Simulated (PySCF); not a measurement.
# Fractional electron number in Lu (lutetium, neutral)

The 5d alpha orbital of [Xe] 4f14 5d1 6s2 is emptied in steps (occupation f), with all orbitals relaxed, ending at [Xe] 4f14 6s2. Calculation: PySCF 2.14, in def2-TZVP with the def2 core potential (28 electrons) (10s8p5d4f1g, 96 functions); scalar relativity through the core potential. The exact energy is a straight line in f; departures are measured from the line between the end points of the same method.

```csv
f,PBE0 (eV),r2SCAN (eV)
1,0.000,0.000
0.75,-0.471,-0.627
0.5,-0.637,-0.843
0.25,-0.484,-0.635
0,0.000,0.000
```

```tsv
method	E(f=0) − E(f=1) (eV)	−ε at f=1 (eV)	−ε at f=0.5 (eV)
PBE0	5.531	3.062	5.494
r2SCAN	5.842	2.538	5.825
```

Orbital energy along the path (eV):

```csv
f,PBE0,r2SCAN
1,-3.062,-2.538
0.75,-4.246,-4.144
0.5,-5.494,-5.825
0.25,-6.800,-7.522
0,-8.131,-9.258
```

Reference removal energy between the ground levels: 5.426 eV (measured; NIST Atomic Spectra Database, ionization energies). The calculation has no spin-orbit coupling.
